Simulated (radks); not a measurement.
Fractional charge and spin in the 5p shell of europium: the spin-up occupation runs from 2 to 3 and the spin-down occupation from 2 to 3; the fullest corner is Eu2+, [Kr] 4d10 4f(up 3.5, down 3.5) 5s2 5p(up 3, down 3). Method: scalar-relativistic Kohn-Sham, LDA (Slater exchange, Perdew-Wang correlation), spin-polarised, spherical densities, finite nucleus; Fermi nuclear charge, rms radius of each element as measured or else 0.836 A^(1/3) + 0.57 fm; computed with a radial shooting solver on a logarithmic mesh with Libxc functionals. Energy (eV) minus the two flat planes that join the four corners (they meet along the diagonal where the two added fractions sum to one electron); zero is where a piecewise linear energy would lie.

down \ up,2,2.25,2.5,2.75,3
2,0.000,-1.222,-1.624,-1.213,0.000
2.25,-1.222,-1.575,-1.118,0.140,-1.152
2.5,-1.624,-1.118,0.186,-1.061,-1.529
2.75,-1.213,0.140,-1.061,-1.484,-1.141
3,0.000,-1.152,-1.529,-1.141,0.000

Corners above the fullest one (they belong to Eu3+ and the next ion): (up 3, down 2) 43.490 eV, (up 2, down 3) 43.490 eV, (up 2, down 2) 100.34 eV. With half an added electron in each spin the energy lies 0.186 eV from the planes, and with half an added electron in spin up alone -1.624 eV. The planes are only a guide here: the flat-plane condition holds for ground states with one frontier orbital, while this shell lies below other occupied shells, so the corners above the fullest one are inner-hole states and not the ground states of those ions.
